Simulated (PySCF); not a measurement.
# A survey of 29Si NMR shifts

PySCF calculation with shielding tensors at PBE0/pcSseg-1 (GIAO) and structure optimised with GFN2-xTB; averaged over atoms made equivalent by symmetry, fast rotation or ring inversion, a single conformation, no relativistic terms, isolated molecule.

Shieldings were converted by a linear fit to measured shifts: 29Si (scatter 8.9 ppm rms, 25.8 ppm with the 6 outliers that the fit left out vs TMS, solution or neat liquid). Occasional misses reach two or three times the rms, and more in compound classes unlike the fitted ones.

(1) Give the 29Si shifts of `F[SiH2]OC1=CCCC1`, `C[C@H]1C=C1C[SiH3]`, `CC(C)=C1C[SiH2]1`.

(2) Order these by 29Si shift, lowest first.
A. C[C@H]1C=C1C[SiH3]
B. FCOC1=C[SiH2]CC1
C. N[Si@@H]1CC[C@@H]1F
D. C=C(O[SiH2]O)C(=O)O
E. C=C1C[SiH2]1

## Answers

(1) 
```json
{"compound": "F[SiH2]OC1=CCCC1", "environment": "silicon bonded to F, O, 2 H", "δ (ppm)": "-32.8"}
{"compound": "C[C@H]1C=C1C[SiH3]", "environment": "silicon bonded to C, 3 H", "δ (ppm)": "-71.1"}
{"compound": "CC(C)=C1C[SiH2]1", "environment": "silicon bonded to 2 C, 2 H, in a 3-membered ring", "δ (ppm)": "-126.4"}
```

(2) E (-126.2 ppm, silicon bonded to 2 C, 2 H, in a 3-membered ring), A (-71.1 ppm, silicon bonded to C, 3 H), D (-41.4 ppm, silicon bonded to 2 O, 2 H), B (-29.8 ppm, silicon bonded to 2 C, 2 H, in a 5-membered ring), C (-11.3 ppm, silicon bonded to 2 C, N, H, in a 4-membered ring).
